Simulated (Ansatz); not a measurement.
CH₄BCl₃Si (`CB[Si](Cl)(Cl)Cl`), 10 atoms. Total charge 0; spin multiplicity 1. All runs use 4 threads of an AMD EPYC 7B13 on a shared host. Correlated methods freeze the cores.

(1) How many basis functions does each run have, and how long does it take in Ansatz? RHF-MP2/def2-QZVPP energy; RKS B2PLYP (frozen core)/def2-TZVPP energy; RKS PBE0-D4/def2-TZVP relaxation (22 steps); RKS PBE-QIDH (frozen core)/def2-TZVPP energy; RHF-CCSD(T)/def2-SVP energy; RKS PBE-D4/def2-TZVPP energy and forces; RKS ωB97M-V/def2-QZVPP energy; RKS ωB97M-V/def2-SVP energy; RKS PBE0-D4/def2-SVP energy; direct RPA on PBE orbitals/def2-TZVPP energy; RKS PBE0-D4/def2-TZVP frequencies; RHF-CCSD(T)/def2-TZVPP energy. (An estimate is asked.)

## Answers

(1) Ansatz gave: Other jobs shared the machine, so times are rough.

| level | job | functions | wall time | peak host memory (GiB) |
| --- | --- | --- | --- | --- |
| RKS PBE0-D4/def2-SVP | energy | 120 | 1.5 s | 0.51 |
| RKS PBE-D4/def2-TZVPP | energy and forces | 286 | 3 s | 0.5 |
| RKS ωB97M-V/def2-SVP | energy | 120 | 4.9 s | 0.51 |
| direct RPA on PBE orbitals/def2-TZVPP | energy | 286 | 6 s | 0.75 |
| RHF-CCSD(T)/def2-SVP | energy | 120 | 6.5 s | 0.58 |
| RKS B2PLYP (frozen core)/def2-TZVPP | energy | 286 | 7 s | 0.87 |
| RKS PBE-QIDH (frozen core)/def2-TZVPP | energy | 286 | 7 s | 0.87 |
| RHF-MP2/def2-QZVPP | energy | 514 | 25 s | 3.5 |
| RKS ωB97M-V/def2-QZVPP | energy | 514 | 26 s | 2.8 |
| RKS PBE0-D4/def2-TZVP | relaxation (22 steps) | 234 | 100 s | 0.86 |
| RKS PBE0-D4/def2-TZVP | frequencies | 234 | 3.3 min | 0.89 |
| RHF-CCSD(T)/def2-TZVPP | energy | 286 | 3.8 min | 7.9 |
